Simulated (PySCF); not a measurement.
PySCF input (M06-2X/def2-TZVPD):

```python
from pyscf import gto, scf, dft

mol = gto.M(
    atom='''
    Cl   -0.00000000   -0.00000000   -2.60541295
    I     0.00000000    0.00000000    0.00000000
    Cl    0.00000000    0.00000000    2.60541295
    ''',
    basis='def2-tzvpd',
    ecp='def2-tzvp',
    charge=-1,
    spin=2,
    symmetry='D2h',
    verbose=4,
)

mf = dft.UKS(mol, xc='m062x').density_fit(auxbasis='def2-universal-jkfit')
mf.grids.level = 4
mf.conv_tol = 1e-9
mf.max_cycle = 100
mf.max_memory = 1500
mf.kernel()
if not mf.converged:
    mf = mf.newton()
    mf.kernel(mf.make_rdm1())
mf.analyze()
```

End of the output:

```
Extra cycle  E= -1218.05863608711  delta_E= -5.91e-12  |g|= 1.44e-06  |ddm|= 4.98e-06
converged SCF energy = -1218.05863608711  <S^2> = 2.013206  2S+1 = 3.0087911
**** SCF Summaries ****
Total Energy =                       -1218.058636087112745
Nuclear Repulsion Energy =             201.989759918841344
One-electron Energy =                -2203.738956785559367
Two-electron Energy =                  783.690560779605221
Two-electron Coulomb Energy =          862.589605339141713
DFT Exchange-Correlation Energy =      -78.899044559536463
HOMO-LUMO gap [eV] =                     1.656998863083755
Wave-function symmetry = B2g
alpha occupancy for each irrep:     Ag  B1g  B2g  B3g   Au  B1u  B2u  B3u
                                     9    1    3    3    0    7    4    4
beta  occupancy for each irrep:     Ag  B1g  B2g  B3g   Au  B1u  B2u  B3u
                                     9    1    3    3    0    6    4    3
**** MO energy ****
alpha MO #1 (Ag #1), energy= -102.41943703207 occ= 1
alpha MO #2 (B1u #1), energy= -102.419434189657 occ= 1
alpha MO #3 (Ag #2), energy= -9.58165423548654 occ= 1
alpha MO #4 (B1u #2), energy= -9.58165135617512 occ= 1
alpha MO #5 (B1u #3), energy= -7.30362101903118 occ= 1
alpha MO #6 (Ag #3), energy= -7.30361954750947 occ= 1
alpha MO #7 (B2g #1), energy= -7.30176037627094 occ= 1
alpha MO #8 (B3u #1), energy= -7.30175651650917 occ= 1
alpha MO #9 (B3g #1), energy= -7.29906638698974 occ= 1
alpha MO #10 (B2u #1), energy= -7.29906256298601 occ= 1
alpha MO #11 (Ag #4), energy= -6.99505942389276 occ= 1
alpha MO #12 (B3u #2), energy= -4.99019765162031 occ= 1
alpha MO #13 (B1u #4), energy= -4.98449252022362 occ= 1
alpha MO #14 (B2u #2), energy= -4.97186290908056 occ= 1
alpha MO #15 (Ag #5), energy= -1.96224306235231 occ= 1
alpha MO #16 (B2g #2), energy= -1.96201490767503 occ= 1
alpha MO #17 (B1g #1), energy= -1.95134267998151 occ= 1
alpha MO #18 (B3g #2), energy= -1.94623351180893 occ= 1
alpha MO #19 (Ag #6), energy= -1.94361665585303 occ= 1
alpha MO #20 (Ag #7), energy= -0.731716000381737 occ= 1
alpha MO #21 (B1u #5), energy= -0.696942510171219 occ= 1
alpha MO #22 (Ag #8), energy= -0.642862051006764 occ= 1
alpha MO #23 (B1u #6), energy= -0.31429532652492 occ= 1
alpha MO #24 (B3u #3), energy= -0.261234386559934 occ= 1
alpha MO #25 (B2u #3), energy= -0.235809004437874 occ= 1
alpha MO #26 (B2g #3), energy= -0.196065489588422 occ= 1
alpha MO #27 (Ag #9), energy= -0.195498996860977 occ= 1
alpha MO #28 (B3g #3), energy= -0.189926313526493 occ= 1
alpha MO #29 (B3u #4), energy= -0.173820232524499 occ= 1
alpha MO #30 (B2u #4), energy= -0.159990555475937 occ= 1
alpha MO #31 (B1u #7), energy= -0.052738039977811 occ= 1
alpha MO #32 (B3u #5), energy= 0.124674483785782 occ= 0
alpha MO #33 (B2u #5), energy= 0.127694656529055 occ= 0
alpha MO #34 (B1u #8), energy= 0.134373061242982 occ= 0
alpha MO #35 (Ag #10), energy= 0.148011139463087 occ= 0
alpha MO #36 (Ag #11), energy= 0.175335110999377 occ= 0
alpha MO #37 (B2g #4), energy= 0.176214481785092 occ= 0
alpha MO #38 (B3g #4), energy= 0.177804572995061 occ= 0
alpha MO #39 (B1u #9), energy= 0.192819720252828 occ= 0
alpha MO #40 (B3u #6), energy= 0.219205623226952 occ= 0
alpha MO #41 (B2u #6), energy= 0.220914531607203 occ= 0
alpha MO #42 (B1g #2), energy= 0.232883428362733 occ= 0
alpha MO #43 (Ag #12), energy= 0.232996774149344 occ= 0
alpha MO #44 (B2g #5), energy= 0.290454888018809 occ= 0
alpha MO #45 (B3g #5), energy= 0.298408473438153 occ= 0
alpha MO #46 (B1u #10), energy= 0.333021932254262 occ= 0
alpha MO #47 (Ag #13), energy= 0.33584723268655 occ= 0
alpha MO #48 (Au #1), energy= 0.363444421637292 occ= 0
alpha MO #49 (B1u #11), energy= 0.363583896299896 occ= 0
alpha MO #50 (B3u #7), energy= 0.386740929124154 occ= 0
alpha MO #51 (B2u #7), energy= 0.392964423563325 occ= 0
alpha MO #52 (Ag #14), energy= 0.393938903835954 occ= 0
alpha MO #53 (B1g #3), energy= 0.410640006823336 occ= 0
alpha MO #54 (Ag #15), energy= 0.410665827049076 occ= 0
alpha MO #55 (B1u #12), energy= 0.412415661956544 occ= 0
alpha MO #56 (B2g #6), energy= 0.444520926181747 occ= 0
alpha MO #57 (B3g #6), energy= 0.447292193781905 occ= 0
alpha MO #58 (B3u #8), energy= 0.451787478121583 occ= 0
alpha MO #59 (B2u #8), energy= 0.455166201956141 occ= 0
alpha MO #60 (Ag #16), energy= 0.492789810673542 occ= 0
alpha MO #61 (B1g #4), energy= 0.496324575352032 occ= 0
alpha MO #62 (Ag #17), energy= 0.530409960768539 occ= 0
alpha MO #63 (B1u #13), energy= 0.530551039501695 occ= 0
alpha MO #64 (Ag #18), energy= 0.545610339161214 occ= 0
alpha MO #65 (B2g #7), energy= 0.552270582430744 occ= 0
alpha MO #66 (B3g #7), energy= 0.563576253510417 occ= 0
alpha MO #67 (B3u #9), energy= 0.686795166241731 occ= 0
alpha MO #68 (B2u #9), energy= 0.691709576736359 occ= 0
alpha MO #69 (B2g #8), energy= 0.790480335961352 occ= 0
alpha MO #70 (B3g #8), energy= 0.796762318133421 occ= 0
alpha MO #71 (Ag #19), energy= 0.81226344699566 occ= 0
alpha MO #72 (B1u #14), energy= 0.822586439920747 occ= 0
alpha MO #73 (Au #2), energy= 0.833678435837461 occ= 0
alpha MO #74 (B1u #15), energy= 0.833921217310864 occ= 0
alpha MO #75 (Ag #20), energy= 0.853858175492221 occ= 0
alpha MO #76 (B1g #5), energy= 0.853865592014843 occ= 0
alpha MO #77 (B3u #10), energy= 0.855168300240984 occ= 0
alpha MO #78 (B2u #10), energy= 0.859691986861696 occ= 0
alpha MO #79 (Ag #21), energy= 0.902205215268919 occ= 0
alpha MO #80 (B2g #9), energy= 0.905688820886798 occ= 0
alpha MO #81 (B3g #9), energy= 0.909272974663223 occ= 0
alpha MO #82 (B1u #16), energy= 0.990817331280439 occ= 0
alpha MO #83 (Ag #22), energy= 1.02505840236263 occ= 0
alpha MO #84 (B3u #11), energy= 1.02727183366508 occ= 0
alpha MO #85 (B2u #11), energy= 1.0280432200569 occ= 0
alpha MO #86 (B1u #17), energy= 1.03813687362694 occ= 0
alpha MO #87 (Au #3), energy= 1.03960881463142 occ= 0
alpha MO #88 (B3u #12), energy= 1.08842572086102 occ= 0
alpha MO #89 (B1u #18), energy= 1.09895461771772 occ= 0
alpha MO #90 (B2u #12), energy= 1.10955877131295 occ= 0
alpha MO #91 (B1u #19), energy= 1.26066090820875 occ= 0
alpha MO #92 (B3u #13), energy= 1.33954648082987 occ= 0
alpha MO #93 (B2u #13), energy= 1.3735860847579 occ= 0
alpha MO #94 (Ag #23), energy= 1.39282835954707 occ= 0
alpha MO #95 (B1u #20), energy= 1.62425101658689 occ= 0
alpha MO #96 (B1g #6), energy= 1.64338913442932 occ= 0
alpha MO #97 (Ag #24), energy= 1.64391186947198 occ= 0
alpha MO #98 (B2g #10), energy= 1.6957451789219 occ= 0
alpha MO #99 (B3g #10), energy= 1.72144121131099 occ= 0
alpha MO #100 (Ag #25), energy= 1.90542763026848 occ= 0
alpha MO #101 (Au #4), energy= 2.14928948454313 occ= 0
alpha MO #102 (B1u #21), energy= 2.14941497670787 occ= 0
[...]
```

This state (charge -1, triplet) is run at the relaxed geometry of the species with charge -1 and multiplicity 1, and is a spin state other than that species' own.
